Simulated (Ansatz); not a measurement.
C3H5IO can be A, `CC1(I)CO1`, or B, `C/C(I)=C/O`.

Gas-phase electronic energies from Ansatz, PBE0-D4/def2-TZVP geometries. CBS: MP2 limit from def2 TZ/QZ plus the TZ coupled-cluster correction, frozen cores. Functionals use def2-TZVPP. B3LYP here is the variant with VWN-RPA as its local correlation; programs differ in this. Elements past krypton have def2 core potentials. For I outer-core shells are correlated without core-valence functions, which leaves a few kJ/mol of doubt a bond. Each species was taken in one conformer, which may not be the lowest.

Problem. Which isomer does CCSD(T)/CBS put lower? Give the gap. (Estimate.)

Solution. Computed: B, by 70.2 kJ/mol.

Problem. Give E(B) − E(A) in kJ/mol with MP2/def2-TZVPP, ωB97M-V, BLYP-D4, B3LYP, r2SCAN-D4, CCSD(T)/def2-TZVPP, B3LYP-D4. (Estimate.)

Solution. The calculation gave: MP2/def2-TZVPP -64.7, ωB97M-V -64.7, BLYP-D4 -75.0, B3LYP -73.1, r2SCAN-D4 -62.9, CCSD(T)/def2-TZVPP -67.4, B3LYP-D4 -73.8. None reverses the order clearly.

Problem. Does the order hold for the free energy at 298.15 K (harmonic terms from PBE0-D4)? (Estimate.)

Solution. Computed: Yes: G(B) − G(A) = -71.7 kJ/mol, for one conformer each.

Largest T1 diagnostic: 0.011.

Leaving LDA and LC-ωPBE aside and taking each functional with its dispersion term where it has one, the values, not all of them listed here, spread over 20.4 kJ/mol, from BLYP-D4 to ωB97X-V. LDA lies −3.5 kJ/mol from PBE without D4. At CCSD(T), def2-SVP lies +7.7 kJ/mol from the extrapolated value and def2-TZVPP +2.8 kJ/mol.
